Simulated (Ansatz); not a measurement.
Program: Ansatz 0.2.0.

A structure relaxed at PBE0-D4/def2-TZVP, charge 0, multiplicity 1:

```
atom    x (Å)    y (Å)    z (Å)
  O1   0.4296  -0.3591   1.5046
 Al2  -0.1496   0.0414  -0.0205
  O3   0.9122  -0.0117  -1.3210
  F4  -1.7239   0.4764  -0.2359
  H5  -0.1186  -0.3502   2.2868
  H6   0.6503   0.2032  -2.2141
```

Give its formula and SMILES.

AlFH2O2, `[OH][Al]([OH])[F]`.

Point group (tolerance 0.08 Å, 0.16 Å for H)?

C2v.

Summarise the bond lengths by kind.

2 × Al–O 1.680 Å; 2 × H–O 0.955 Å; 1 × Al–F 1.647 Å.
